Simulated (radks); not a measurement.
These are the eigenvalues of the occupied orbitals of an atom or ion with whole-number occupations (eV). Calculated with a radial shooting solver on a logarithmic mesh with Libxc functionals: scalar-relativistic Kohn-Sham, r2SCAN, spin-polarised, spherical densities, finite nucleus; meta-GGA in the generalised Kohn-Sham scheme; Fermi nuclear charge, rms radius of each element as measured or else 0.836 A^(1/3) + 0.57 fm.

orbital  eigenvalue
1s up     -31693.54
1s down   -31693.40
2s up     -4884.234
2s down   -4884.222
2p up     -4382.410
2p down   -4382.325
3s up     -985.6957
3s down   -985.6256
3p up     -821.4610
3p down   -821.3644
3d up     -573.5512
3d down   -573.4512
4s up     -177.4991
4s down   -177.2647
4p up     -126.3544
4p down   -126.1513
4d up      -51.6566
4d down    -51.3073
5s up      -25.0722
5s down    -21.9789
5p up      -14.9843

Which element is it, and in what charge state? The configuration may be excited.

Answer. Z = 52, tellurium, charge +1: Te+ in [Kr] 4d10 5s2 5p(up 3, down 0). The list shows which subshells hold electrons but not how many an open one holds; the 1s level, -1164.7 hartree, gives Z - s = 48.3 by -(Z - s)^2/2, which with screening and relativity narrows Z to a few neighbours, and the depths of the outer levels then fix element, charge and occupations together.
